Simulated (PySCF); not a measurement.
Species: C7H8N2.
SMILES: `C/N=C/c1cccnc1`

Torsions of this conformer, `[CH3:1]/[N:2]=[CH:3]/[c:4]1[cH:5][cH:6][cH:7][n:8][cH:9]1`: N2–C3–C4–C5 0°.

The closed-shell ground state was solved at several levels (PySCF, density fitting, gas phase, non-relativistic). The structure is a single PBE0-D3(BJ)/def2-SVP conformer in the gas phase; no vibrational or solvent corrections.

```csv
level,basis functions,total energy (Eh),HOMO (eV),LUMO (eV),gap (eV),dipole (D)
CAM-B3LYP/pcSseg-1,193,-380.7951,-8.51,-0.49,8.02,1.64
B3LYP/pcJ-1,323,-381.0578,-7.13,-1.78,5.35,1.59
PBE0/def2-SVPD,244,-380.3361,-7.37,-1.68,5.69,1.49
```

(1) What might PBE0/pcSseg-1 (193 basis functions) give for the same quantities?

(2) Over all these levels, which gives the widest orbital gap and which the narrowest?

(3) How far do the dipole and the HOMO energy spread over the levels?

Answers

(1) Total energy -380.5440 Eh, HOMO -7.36 eV, LUMO -1.61 eV, gap 5.75 eV, dipole 1.64 D.

(2) CAM-B3LYP/pcSseg-1 (range-separated hybrid) has the widest, 8.02 eV, and B3LYP/pcJ-1 (global hybrid, 20 % exact exchange) the narrowest, 5.35 eV. Functional and basis both differ between the two, so the spread mixes both effects.

(3) The dipole runs from 1.49 to 1.64 D (mean 1.59 D) and the HOMO from -8.51 to -7.13 eV.
